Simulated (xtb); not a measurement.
Ga(Me)3 (C3H9Ga), SMILES [CH3][Ga]([CH3])[CH3]. All values are semi-empirical tight-binding results from xtb (GFN2-xTB unless named), good for trends rather than for accurate numbers. Geometry optimised at GFN2-xTB. The isomer is the one that the SMILES or the coordinates give; other isomers of the formula were not compared.

Optimised geometry:

```xyz
13

Ga    -0.0027     0.0025     0.0020
C     -1.4179    -1.4631    -0.1863
H     -1.2797    -2.0213    -1.1172
H     -2.4268    -1.0414    -0.2099
H     -1.3666    -2.1787     0.6390
C     -0.1648     1.7347    -1.0747
H      0.7806     1.9846    -1.5649
H     -0.4220     2.5758    -0.4240
H     -0.9376     1.6606    -1.8446
C      1.5898    -0.2779     1.2554
H      2.2094     0.6201     1.3283
H      2.2256    -1.0952     0.9020
H      1.2574    -0.5430     2.2633
```

For metal compounds this method's bond lengths and energies can be far off.

Computed properties:
```json
{
  "orbital_gap": "4.73 eV",
  "zero_point_energy": "63.6 kcal/mol",
  "G − E(el) at 298.15 K (modified RRHO)": "42.2 kcal/mol"
}
```

Problem. Give the atomic charges and the Wiberg bond orders between heavy atoms. (An estimate is asked for; the answer gives what the named calculation found.)

Solution. charges (e) Ga1 0.02, C2 -0.16, H3 0.05, H4 0.05, H5 0.05, C6 -0.16, H7 0.05, H8 0.05, H9 0.05, C10 -0.16, H11 0.05, H12 0.05, H13 0.05. Bond orders Ga1–C2 0.90, Ga1–C6 0.90, Ga1–C10 0.90.
